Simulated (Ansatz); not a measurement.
[closo-2-(OH)B5H4]2- (B5OH5²⁻). The state is a singlet with charge -2. Geometry PBE-D4/def2-SVPD, basis def2-TZVPD, Ansatz.

```csv
atom,x (Å),y (Å),z (Å)
B1,-0.003,0.212,0.764
B2,-0.901,-0.497,-0.666
B3,0.166,-1.393,0.310
B4,-0.134,1.005,-0.741
B5,0.952,-0.288,-0.716
O6,-0.040,0.861,2.101
H7,-0.152,1.802,1.899
H8,-1.928,-0.893,-1.239
H9,0.306,-2.520,0.785
H10,-0.275,2.160,-1.150
H11,2.010,-0.449,-1.346
```

```tsv
run	HOMO (eV)	LUMO (eV)
A	4.36	6.29
B	2.50	7.27
C	5.15	6.31
D	2.31	7.26
```

A multiply charged anion in the gas phase is held together partly by the finite basis.

Task: The runs used HF, PBE0, r2SCAN, ωB97X-V. Estimate which is which.

Result: A PBE0 (25 % exact exchange); B HF (100 % exact exchange); C r2SCAN (0 % exact exchange); D ωB97X-V (range-separated). Exact exchange lowers occupied and raises empty levels; among semilocal functionals meta-GGAs tend to open the gap a little, and such runs are hard to tell apart. The gap grows from 1.15 eV (r2SCAN) to 4.95 eV (ωB97X-V). At PBE0-D4/def2-TZVPD, HF/def2-TZVPD, r2SCAN-D4/def2-TZVPD, ωB97X-V/def2-TZVPD the highest occupied level of the charge -2 singlet lies above zero (up to 5.15 eV). The electron is either unbound and held by the finite basis, or the level is raised by self-interaction error.
